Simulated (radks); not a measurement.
Excited configurations of H I: one electron is placed in a higher orbital outside the bare nucleus. The ground configuration is 1s1. All-electron calculation, non-relativistic Kohn-Sham, BLYP, spin-polarised, spherical densities, point nucleus; open shells are filled with parallel spins first. Program: a radial shooting solver on a logarithmic mesh with Libxc functionals. Excitation = E - E(ground); binding = E(ion) - E, where the ion is the core of charge +1; n* = 1/sqrt(2 binding) in atomic units, and the quantum defect is n - n*.

[
 {"outer orbital": "2s", "excitation (eV)": "9.896", "binding (eV)": "3.653", "n*": "1.930", "eigenvalue (eV)": "-2.072", "<r> (bohr)": "5.574"},
 {"outer orbital": "3p", "excitation (eV)": "11.865", "binding (eV)": "1.684", "n*": "2.842", "eigenvalue (eV)": "-0.925", "<r> (bohr)": "11.43"},
 {"outer orbital": "4d", "excitation (eV)": "12.562", "binding (eV)": "0.987", "n*": "3.713", "eigenvalue (eV)": "-0.535", "<r> (bohr)": "19.08"},
 {"outer orbital": "6f", "excitation (eV)": "13.040", "binding (eV)": "0.509", "n*": "5.170", "eigenvalue (eV)": "-0.324", "<r> (bohr)": "45.11"}
]

The Delta-SCF ionisation energy is 13.549 eV (NIST Atomic Spectra Database: 13.598 eV, theoretical). Self-interaction in the functional shifts the binding energies and quantum defects, so they are the method's values and not measured ones.
